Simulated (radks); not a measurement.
Spherical jellium clusters: N electrons in a uniform positive sphere of charge N and radius rs N^(1/3), rs = 2.44 bohr. Calculated with a radial shooting solver with Libxc functionals: non-relativistic Kohn-Sham, LDA (Slater exchange, Perdew-Wang correlation), spin-polarised, spherical densities. Levels are named by radial order and angular momentum (1s, 1p, 1d, 2s, ...), and open shells are averaged over m.

N = 12, configuration 1s2 1p6 1d(up 4, down 0). This is the lowest configuration that the search found. Occupied and some empty levels:

level,occupation,eigenvalue (eV),<r> (bohr)
1s up,1,-9.1790,3.577
1s down,1,-8.6524,3.458
1p up,3,-6.4321,4.477
1p down,3,-5.7272,4.446
1d up,4,-3.3518,5.356
2s up,0,-2.8011,5.458
1d down,0,-2.6216,5.456
2s down,0,-2.3724,5.653
2p up,0,-0.69071,8.600
2p down,0,-0.43803,9.493
1f up,0,-0.35232,6.955

Energy (eV): total -10.7134, kinetic 49.511, external -800.79, Hartree 383.06, exchange-correlation -63.367, background 420.87.
